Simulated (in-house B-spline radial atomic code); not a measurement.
RPA and G0W0 for Mn, [Ar] 3d5 4s2, highest spin, as one setting changes: the highest l of the empty states. Start: PBE. A dash marks a level of low quasi-particle weight. Computed with an all-electron radial atomic-structure program (B-spline basis): all electrons, scalar-relativistic (spin-free one-electron X2C), finite nucleus, each spin shell either full or empty, empty states to the listed l with an (l + 1/2)⁻⁴ tail; G0W0 by contour deformation at full frequency.

```json
{"highest l of the empty states": "4", "RPA summed (Eh)": "-1.5614", "RPA extrapolated (Eh)": "-1.7239", "G0W0 level (eV)": "-"}
{"highest l of the empty states": "5", "RPA summed (Eh)": "?", "RPA extrapolated (Eh)": "?", "G0W0 level (eV)": "?"}
{"highest l of the empty states": "6", "RPA summed (Eh)": "-1.6584", "RPA extrapolated (Eh)": "-1.7115", "G0W0 level (eV)": "-"}
{"highest l of the empty states": "7", "RPA summed (Eh)": "?", "RPA extrapolated (Eh)": "?", "G0W0 level (eV)": "?"}
{"highest l of the empty states": "8", "RPA summed (Eh)": "-1.6834", "RPA extrapolated (Eh)": "-1.7047", "G0W0 level (eV)": "-"}
{"highest l of the empty states": "9", "RPA summed (Eh)": "-1.6888", "RPA extrapolated (Eh)": "-1.7033", "G0W0 level (eV)": "-"}
{"highest l of the empty states": "10", "RPA summed (Eh)": "-1.6922", "RPA extrapolated (Eh)": "-1.7025", "G0W0 level (eV)": "-"}
{"highest l of the empty states": "11", "RPA summed (Eh)": "-1.6945", "RPA extrapolated (Eh)": "-1.702", "G0W0 level (eV)": "-"}
```

Task: What belongs in the row for 7?

Result: RPA summed (Eh): -1.6745; RPA extrapolated (Eh): -1.7073; G0W0 level (eV): -.

Task: What belongs in the row for 5?

Result: RPA summed (Eh): -1.6275; RPA extrapolated (Eh): -1.7196; G0W0 level (eV): -.
